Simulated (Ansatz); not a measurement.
Geometry optimisation, RKS r2SCAN/def2-SVP (Ansatz).

Input:

```yaml
crystal:
  periodic: [false, false, false]
  atoms:
    - { symbol: Si, position_ang: [-0.001776, 0.366833, 0.705088] }
    - { symbol: Cl, position_ang: [1.935675, -0.203881, 1.297928] }
    - { symbol: C, position_ang: [-0.132296, -0.436766, -0.955955] }
    - { symbol: H, position_ang: [0.84953, -0.89879, -1.013818] }
    - { symbol: Cl, position_ang: [-0.112514, 2.417753, 0.657672] }
    - { symbol: Cl, position_ang: [-1.357973, -0.32522, 2.084494] }
    - { symbol: H, position_ang: [-0.917065, -1.204299, -1.001056] }
    - { symbol: H, position_ang: [-0.263581, 0.284269, -1.774352] }
basis:
  gaussian: { orbitals: def2-SVP }
hamiltonian:
  xc: r2scan
relax:
  f_tol: 0.03
  max_steps: 50
```

Launched with:

```bash
$ ansatz run input.yaml --threads 2 --pin off --max-ram 3072MiB --backend cpu --events-out ev --progress --plain --runs-dir out
```

Task: Where does it end, and by what steps?

Result: The forces met the threshold. The force dipped under the threshold on the way, but the program's further checks kept it going. After 17 steps the energy has fallen by 0.201 eV; H4 moved furthest, 0.72 Å.

```tsv
step	energy less start (eV)	largest force component (eV/Å)	accepted
0	0.0000	0.679	yes
1	-0.1035	0.415	yes
2	-0.0813	1.318	no
3	-0.1273	0.146	yes
4	-0.1327	0.020	yes
5	-0.1328	0.005	yes
6	-0.1329	0.008	yes
7	-0.1331	0.011	yes
8	-0.1334	0.013	yes
9	-0.1340	0.017	yes
10	-0.1349	0.026	yes
11	-0.1364	0.038	yes
12	-0.1387	0.054	yes
13	-0.1422	0.073	yes
14	-0.1471	0.092	yes
15	-0.1538	0.109	yes
16	-0.1679	0.521	yes
17	-0.2013	0.026	yes
```

```xyz
8
Properties=species:S:1:pos:R:3
Si 0.085 0.334 0.717
Cl 1.770 -0.388 1.656
C -0.114 -0.442 -0.948
H 0.827 -0.374 -1.514
Cl 0.267 2.378 0.543
Cl -1.545 -0.075 1.908
H -0.387 -1.503 -0.845
H -0.904 0.071 -1.518
```

Whether the end is a true minimum wasn't checked by a vibrational analysis.

Time of the run: 64 s on 2 threads of Arm Neoverse V2 (shared host), peak memory 0.17 GiB.
